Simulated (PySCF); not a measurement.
All of these have the formula C7H10O2. The calculation used TDDFT PBE0/def2-SVPD, vertical, gas phase, core orbitals frozen in the response in PySCF 2.14.0, density-fitted response routines. Geometries: PBE0-D3(BJ)/def2-SVP; one conformer of each isolated species.

A. `O(C(=O)C)[C@@H]1CC21CC2`
B. `C=COC(=O)CC(=C)C`
C. `O=C[C@]12CC[C@H](CC1)O2`
D. `C=C1CC[C@@H](OC=O)C1`

Lowest singlet levels (six at most, fewer where fewer were computed) with oscillator strengths:

1. 5.95 eV (f 0.001); 6.45 eV (f 0.001); 6.63 eV (f 0.292); 6.74 eV (f 0.005); 7.39 eV (f 0.009); 7.43 eV (f 0.002)
2. 5.56 eV (f 0.005); 6.07 eV (f 0.087); 6.19 eV (f 0.287); 6.77 eV (f 0.055); 6.86 eV (f 0.001); 7.03 eV (f 0.058)
3. 5.86 eV (f 0.001); 6.90 eV (f 0.027); 7.30 eV (f 0.020); 7.53 eV (f 0.032); 7.58 eV (f 0.002); 7.66 eV (f 0.011)
4. 4.22 eV (f 0.000); 5.73 eV (f 0.003); 6.72 eV (f 0.014); 7.17 eV (f 0.006); 7.44 eV (f 0.006); 7.45 eV (f 0.023)

Problem. Match each spectrum to its molecule.

Solution. 1 = D, 2 = B, 3 = A, 4 = C.
- A: S1 at 5.86 eV, HOMO-1→LUMO (40%), HOMO→LUMO (33%), HOMO-2→LUMO (23%); Löwdin shares by element: HOMO oxygen 30%, carbon 29% or more (atoms not listed hold the other 41%); LUMO carbon 45% or more, oxygen 41%; HOMO -7.85 and LUMO 0.17 eV.
- B: S1 at 5.56 eV, HOMO→LUMO (59%), HOMO-2→LUMO (26%), HOMO-1→LUMO (9%); Löwdin shares by element: HOMO carbon 68% or more (atoms not listed hold the other 32%); LUMO carbon 56% or more, oxygen 19% or more (atoms not listed hold the other 25%); HOMO -7.32 and LUMO -0.59 eV.
- C: S1 at 4.22 eV, HOMO→LUMO (96%); S1 has the pattern of n→π* at C=O; HOMO -7.56 and LUMO -0.98 eV.
- D: S1 at 5.95 eV, HOMO-1→LUMO+1 (94%); S1 has the pattern of n→π* at C=O; HOMO -7.21 and LUMO -0.09 eV.
A and D have S1 within 0.09 eV of each other; their strongest listed levels stand at 7.53 eV (f 0.032) and 6.63 eV (f 0.292).
